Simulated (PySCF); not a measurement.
This PySCF input asks for the NMR shieldings of `CC(C)OCB(F)F`, C₄H₉BF₂O; the geometry comes from GFN2-xTB.

```python
import basis_set_exchange as bse
import numpy as np
from pyscf import gto, dft
from pyscf.prop import nmr

atoms = """
C    -1.207815    1.029967   -0.822174
C    -0.606050    0.099495    0.234165
C    -1.701254   -0.598570    1.033082
O     0.179733   -0.928339   -0.358051
C     1.480153   -0.548154   -0.764444
B     2.499616   -0.120806    0.381514
F     2.287960   -0.222555    1.673547
F     3.690303    0.356721    0.072962
H    -1.839186    1.771790   -0.341377
H    -1.807758    0.450817   -1.519975
H    -0.429941    1.549506   -1.377216
H     0.024698    0.690907    0.916446
H    -2.318999   -1.189648    0.362974
H    -2.319918    0.135135    1.541448
H    -1.255138   -1.262624    1.767438
H     1.881280   -1.435611   -1.270138
H     1.435317    0.233999   -1.540110
"""
names = dict.fromkeys(["C", "O", "B", "F", "H"], "pcSseg-1")
basis = {el: gto.basis.parse(bse.get_basis(n, elements=[el], fmt="nwchem")) for el, n in names.items()}
mol = gto.M(atom=atoms, basis=basis, charge=0, verbose=0)
mf = dft.RKS(mol, xc="PBE0")
mf.grids.level = 2
mf.grids.alignment = dft.numint.BLKSIZE   # the property module wants whole blocks of grid points
mf.conv_tol = 1e-9
mf.kernel()

calc = nmr.RKS(mf)   # GIAO
C = mf.mo_coeff
Co = C[:, mf.mo_occ > 0]
resp = mf.gen_response(singlet=True, hermi=2)
def vind(x):   # induced exchange potential for any number of trial vectors
    d = np.einsum("pi,xij,qj->xpq", C, 2 * x.reshape(-1, C.shape[1], Co.shape[1]), Co, optimize=True)
    return np.einsum("xpq,pi,qj->xij", resp(d - d.transpose(0, 2, 1)), C, Co, optimize=True).ravel()
mo1, _ = nmr.rhf.solve_mo1(calc, with_cphf=vind)
sigma = calc.kernel(mo1)
for i, s in enumerate(sigma):   # ppm
    w = np.linalg.eigvalsh((s + s.T) / 2)
    print("%2d %-2s iso %8.1f  s11 %8.1f  s22 %8.1f  s33 %8.1f" % (i, mol.atom_pure_symbol(i), w.mean(), *w))
```

Q: Give the expected output.

A: 
```
 0 C  iso    166.9  s11    145.9  s22    166.4  s33    188.5
 1 C  iso    110.2  s11     83.7  s22     90.0  s33    157.0
 2 C  iso    160.8  s11    141.6  s22    153.9  s33    186.9
 3 O  iso    294.8  s11    253.5  s22    287.6  s33    343.3
 4 C  iso    129.8  s11     95.2  s22    109.4  s33    184.8
 5 B  iso     72.2  s11     44.2  s22     84.0  s33     88.3
 6 F  iso    239.5  s11     51.4  s22    287.5  s33    379.5
 7 F  iso    240.8  s11     62.9  s22    289.0  s33    370.6
 8 H  iso     31.0  s11     26.9  s22     28.6  s33     37.4
 9 H  iso     31.0  s11     27.9  s22     28.5  s33     36.4
10 H  iso     30.0  s11     25.0  s22     29.7  s33     35.4
11 H  iso     28.3  s11     25.2  s22     29.1  s33     30.6
12 H  iso     30.5  s11     27.4  s22     28.7  s33     35.4
13 H  iso     30.8  s11     26.8  s22     28.4  s33     37.3
14 H  iso     30.2  s11     25.8  s22     28.5  s33     36.1
15 H  iso     27.7  s11     23.0  s22     26.8  s33     33.5
16 H  iso     27.8  s11     22.8  s22     27.5  s33     33.1
```

These numbers come from an equivalent density-fitted implementation of the same equations, which agrees with the script to about 0.01 ppm for H and up to a few tenths of a ppm for heavy atoms, so last digits may differ.

Size and cost of the density-fitted run: 181 basis functions, 27 s wall time on 1 thread of an Arm Neoverse V1, shared host; peak memory 0.82 GiB.
